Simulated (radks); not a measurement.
Values are calculated unless marked as measured or tabulated.
Task: The mean radii <r> (bohr) of the occupied orbitals of an atom or ion are listed with their occupations. Code: a radial shooting solver on a logarithmic mesh with Libxc functionals. Model: scalar-relativistic Kohn-Sham, PBE, spin-polarised, spherical densities, finite nucleus; Fermi nuclear charge, rms radius of each element as measured or else 0.836 A^(1/3) + 0.57 fm.

orbital  occ.      <r>
1s up       1  0.03178
1s down     1  0.03175
2s up       1   0.1324
2s down     1   0.1329
2p up       3   0.1142

Name the element and its charge. Open shells, if any, are filled with parallel spins first.

Result: Z = 46, palladium, charge +39: Pd39+ in [He] 2s2 2p3. The 1s radius gives Z: for a bare nucleus <r> = (2 gamma + 1)/(2Z) with gamma = sqrt(1 - (Z/c)^2), 0.03135 bohr for Z = 46, and screening makes it slightly larger (0.03178 here). The occupations add up to 7, and the charge is Z minus that.
